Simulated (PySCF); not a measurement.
Dipole moment and polarisability of (HGaAsH)3 ring

Compound: (HGaAsH)3 ring, As3Ga3H6.
Geometry (PBE0-D3(BJ)/def2-SVP, Å), atoms numbered from 1 in this order:
```
atom  x, y, z in Å
Ga1    0.022   -1.959    0.043
H2     1.120   -3.083    0.090
As3   -0.851   -1.211   -2.095
Ga4   -1.235    0.859   -0.894
H5    -2.723    1.097   -0.428
As6    0.360    2.536   -0.166
Ga7    1.030    0.833    1.409
H8     2.522    0.706    1.887
As9   -0.556   -0.867    2.156
H10    0.616   -0.947   -2.445
H11    1.540    2.072   -1.022
H12   -1.729   -0.118    1.516
```

Level: CAM-B3LYP/def2-SVPD (PySCF), static field, nuclei fixed, core orbitals frozen in the response. The polarisability tensor in these axes (au):

```
x   164.39   8.84  14.34
y     8.84 211.34   1.13
z    14.34   1.13 202.90
```

Task: Give the principal values, the mean and the anisotropy Δα = √{½[(α1 − α2)² + (α2 − α3)² + (α1 − α3)²]}.

Result: Principal values 158.41, 205.58 and 214.64 au; mean 192.88 au = 28.58 Å³ = 31.80 × 10⁻⁴⁰ C²·m²/J; Δα = 52.29 au (27 % of the mean).

Task: What is the dipole moment, and where does it point?

Result: (0.25, -0.10, 0.00) D, 0.26 D in size, pointing from the negative to the positive side. Measured along this direction, the outermost atoms are H5 at the negative end and H2 and H8 at the positive end.

Task: Rayleigh depolarisation ratio (linearly polarised light, static tensor)?

Result: ρ = 3Δα²/(45ᾱ² + 4Δα²) = 8203.0/(1674067 + 10937.4) = 0.00487.

Task: Orientational against electronic polarisability at 400 K (dilute gas, rigid molecules)?

Result: In Gaussian units μ²/3kT = 0.42 Å³ against 28.58 Å³, a ratio of 0.01; the Debye molar polarisation (4π/3)N_A(α + μ²/3kT) is 73.2 cm³/mol, leaving out the vibrational part.

Task: Sum over states: ᾱ = Σ f/ω², ω in Eh. What share falls to these 15 lowest TDDFT singlets (eV, f)? 3.23, 0.0023; 3.33, 0.0022; 3.63, 0.0000; 4.18, 0.0002; 4.20, 0.0057; 4.31, 0.0098; 4.50, 0.0147; 4.86, 0.0001; 4.98, 0.0073; 5.09, 0.0023; 5.26, 0.0217; 5.29, 0.0483; 5.35, 0.0491; 5.45, 0.0445; 5.50, 0.0354.

Result: They add up to 6.88 au, 3.6 % of the 192.88 au; the largest single term is 1.28 au, from the state at 5.29 eV. Terms in order: 0.16, 0.15, 0.00, 0.01, 0.24, 0.39, 0.54, 0.00, 0.22, 0.07, 0.58, 1.28, 1.27, 1.11, 0.87 au. Higher excitations give the rest. The strengths listed sum to 0.244.

Task: Directions of the eigenvectors, and the extent of the frame along each?

Result: Largest value along (0.27, 0.87, 0.41), where the nuclei span 4.57 Å; middle along (0.20, -0.47, 0.86), 3.70 Å; least along (0.94, -0.15, -0.30), 4.31 Å. The strongest response lies along the longest span, while the other two are in reverse order.

Task: Find the Langevin capture rate constant for NO+ (29.998 u) meeting this molecule (437.588 u), k = 2.342 × 10⁻⁹ cm³/s × √(α in Å³ / reduced mass in u).

Result: The reduced mass is 28.07 u, so k = 2.36 × 10⁻⁹ cm³/s.

Geometry: PBE0-D3(BJ)/def2-SVP, one conformer, isolated molecule. The calculation is non-relativistic, for gallium and arsenic too.

These values come from a run that also computed excited states. Hardware: 2 threads of an Intel Xeon Platinum 8375C at 2.90 GHz, no GPU, shared host with 48 logical CPUs at a one-minute load of 11. Cost: 94 s wall, 3.4 min CPU (with the writing of density and orbital grids), 2.1 GiB resident at most.
